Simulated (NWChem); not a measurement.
System: C$_{3}$H$_{4}$N$_{2}$; SMILES C/C=N/C#N

```xyz
9

C     -0.1246    -2.2506     0.0000
C      0.3414    -0.8455     0.0000
N     -0.4804     0.1343     0.0000
C     -0.0497     1.3949     0.0000
N      0.2215     2.5266     0.0000
H      0.2729    -2.7792    -0.8824
H      0.2729    -2.7792     0.8824
H     -1.2209    -2.2979     0.0000
H      1.4336    -0.6732     0.0000
```
Atoms are numbered in this order, from 1.

The geometry was optimised at PBE0/def2-SVP.

Give the principal values of the shielding tensors (ppm) of C1, C2, N3, C4, N5 from PBE0/pcSseg-1, GIAO (NWChem), with their diamagnetic and paramagnetic parts as GIAO splits them.


| atom | σ11 | σ22 | σ33 | isotropic | diamagnetic | paramagnetic |
|---|---|---|---|---|---|---|
| C1 | 134.6 | 150.4 | 185.2 | 156.7 | 249.2 | -92.5 |
| C2 | -107.5 | -42.3 | 128.3 | -7.2 | 255.1 | -262.3 |
| N3 | -342.6 | -42.9 | 201.5 | -61.3 | 328.6 | -389.9 |
| C4 | -56.2 | -44.5 | 299.6 | 66.3 | 257.8 | -191.5 |
| N5 | -150.6 | -100.2 | 150.4 | -33.4 | 337.0 | -370.5 |
